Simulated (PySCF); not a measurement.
Isomers of C4H13ClOSi2, mass 168.019 u with the commonest isotopes. Method: PBE0/pcSseg-1 in PySCF (dipole) on a GFN2-xTB geometry, gas phase. One conformer each, none proved a minimum here; rigid rotors.

Question: Order these by dipole moment, largest first.
A. `[CH3:1][CH2:2][O:3][Si@:4]([CH3:5])([SiH3:6])[CH2:7][Cl:8]` with C1–C2–O3–Si4 168°, C2–O3–Si4–C5 -56°, O3–Si4–C7–Cl8 -66°
B. `[CH3:1][O:2][Si@H:3]([CH2:4][Cl:5])[CH2:6][CH2:7][SiH3:8]` with C1–O2–Si3–C4 177°, O2–Si3–C4–Cl5 -81°, O2–Si3–C6–C7 169°, Si3–C6–C7–Si8 -179°
C. `[CH3:1][O:2][SiH2:3][SiH2:4][C@H:5]([CH3:6])[CH2:7][Cl:8]` with C1–O2–Si3–Si4 -179°, O2–Si3–Si4–C5 -168°, Si3–Si4–C5–C6 -55°, Si4–C5–C7–Cl8 -173°

Answer: C (3.05 D), B (2.47 D), A (0.50 D).

Question: Order these by rotational constant B, smallest first.
A. `[CH3:1][CH2:2][O:3][Si@:4]([CH3:5])([SiH3:6])[CH2:7][Cl:8]` with C1–C2–O3–Si4 168°, C2–O3–Si4–C5 -56°, O3–Si4–C7–Cl8 -66°
B. `[CH3:1][O:2][SiH2:3][SiH2:4][C@H:5]([CH3:6])[CH2:7][Cl:8]` with C1–O2–Si3–Si4 -179°, O2–Si3–Si4–C5 -168°, Si3–Si4–C5–C6 -55°, Si4–C5–C7–Cl8 -173°
C. `[CH3:1][O:2][Si@H:3]([CH2:4][Cl:5])[CH2:6][CH2:7][SiH3:8]` with C1–O2–Si3–C4 177°, O2–Si3–C4–Cl5 -81°, O2–Si3–C6–C7 169°, Si3–C6–C7–Si8 -179°

Answer: B (366.7 MHz), C (648.9 MHz), A (885.1 MHz).

Question: Order these by rotational constant C, smallest first.
A. `[CH3:1][O:2][SiH2:3][SiH2:4][C@H:5]([CH3:6])[CH2:7][Cl:8]` with C1–O2–Si3–Si4 -179°, O2–Si3–Si4–C5 -168°, Si3–Si4–C5–C6 -55°, Si4–C5–C7–Cl8 -173°
B. `[CH3:1][O:2][Si@H:3]([CH2:4][Cl:5])[CH2:6][CH2:7][SiH3:8]` with C1–O2–Si3–C4 177°, O2–Si3–C4–Cl5 -81°, O2–Si3–C6–C7 169°, Si3–C6–C7–Si8 -179°
C. `[CH3:1][CH2:2][O:3][Si@:4]([CH3:5])([SiH3:6])[CH2:7][Cl:8]` with C1–C2–O3–Si4 168°, C2–O3–Si4–C5 -56°, O3–Si4–C7–Cl8 -66°

Answer: A (350.3 MHz), B (484.3 MHz), C (593.3 MHz).

```
                   SMILES  point group  Ia (u·Å²)  Ib (u·Å²)  Ic (u·Å²)      κ  μa (D)  μb (D)  μc (D)
   CCO[Si@](C)([SiH3])CCl           C1     478.02     570.96     851.74   0.26    0.26    0.25    0.34
CO[SiH2][SiH2][C@H](C)CCl           C1     117.77    1378.35    1442.89  -0.99    3.03    0.25    0.23
    CO[Si@H](CCl)CC[SiH3]           C1     397.69     778.81    1043.60  -0.58    0.35    2.18    1.09
```
